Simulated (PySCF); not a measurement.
Compound: ortho-cyanophenol, C7H5NO.
Cartesian coordinates in Å at the PBE0-D3(BJ)/def2-SVP level; atoms count from 1:
```
atom  x, y, z in Å
N1     3.2052   -0.7272   -0.8126
C2     2.0610   -0.6754   -0.6197
C3     0.6704   -0.5219   -0.3421
C4    -0.2728   -1.5076   -0.6756
C5    -1.6141   -1.3136   -0.3849
C6    -2.0164   -0.1285    0.2419
C7    -1.0957    0.8547    0.5775
C8     0.2608    0.6722    0.2908
O9     1.1224    1.6372    0.6278
H10    0.0703   -2.4213   -1.1636
H11   -2.3475   -2.0790   -0.6430
H12   -3.0719    0.0309    0.4734
H13   -1.4002    1.7816    1.0659
H14    2.0215    1.3880    0.3699
```

Computed with PySCF at CAM-B3LYP/def2-SVPD, non-relativistic, on one gas-phase PBE0-D3(BJ)/def2-SVP geometry that isn't relaxed in the solvent. The solvent is an IEF-PCM continuum (cavity from Bondi-type radii × 1.2), and excitations are vertical TDDFT with non-equilibrium linear response and a frozen core. The model holds no explicit solvent molecules, cavitation or dispersion.

Gas-phase singlets (H = HOMO, L = LUMO):

```
state  E (eV)  λ (nm)      f  leading configuration
   S1   4.780     259  0.084                H→L 85%
   S2   5.646     220  0.067              H-1→L 58%
   S3   6.428     193  0.000              H→L+3 33%
   S4   6.496     191  0.634              H→L+1 61%
   S5   6.712     185  0.003              H→L+2 89%
```

What are the lowest 5 singlets in chloroform (ε = 4.711)?

```
state  E (eV)  λ (nm)      f  leading configuration  change by rank (eV)
   S1   4.710     263  0.125                H→L 89%               -0.070
   S2   5.585     222  0.123              H-1→L 67%               -0.061
   S3   6.317     196  0.793              H→L+1 69%               -0.111
   S4   6.319     196  0.001              H→L+3 60%               -0.177
   S5   6.686     185  0.017              H→L+2 88%               -0.026
```

Give the list for acetone (ε = 20.49), n² = 1.85.

```
state  E (eV)  λ (nm)      f  leading configuration  change by rank (eV)
   S1   4.709     263  0.118                H→L 89%               -0.071
   S2   5.591     222  0.122              H-1→L 67%               -0.055
   S3   6.288     197  0.000              H→L+3 61%               -0.140
   S4   6.345     195  0.766              H→L+1 69%               -0.151
   S5   6.686     185  0.003              H→L+2 91%               -0.026
```

The ground-state energy changes by -0.307 eV from gas to acetone. By how much does the total energy of gas-phase S1 change?

E(S1) = E(S0) + excitation energy, so it changes by -0.307 − 0.071 = -0.378 eV: it is lowered more than the ground state, which is what a red shift means. This is the vertical state, with the slow part of the continuum still set for S0.

How do the frontier levels move from gas to acetone?

| orbital | gas (eV) | solvent (eV) | change (eV) |
| --- | --- | --- | --- |
| LUMO+2 | 1.11 | 1.28 | +0.17 |
| LUMO+1 | 0.42 | 0.67 | +0.25 |
| LUMO | -0.64 | -0.49 | +0.15 |
| HOMO | -8.46 | -8.26 | +0.20 |
| HOMO-1 | -9.22 | -9.04 | +0.18 |
| HOMO-2 | -11.48 | -11.46 | +0.02 |
| HOMO-3 | -11.69 | -11.55 | +0.14 |

The HOMO–LUMO gap goes from 7.82 to 7.77 eV. Rows go by rank; for HOMO-3 and HOMO-2 the atom shares or the degeneracy differ between the runs, so the row needn't follow one orbital.
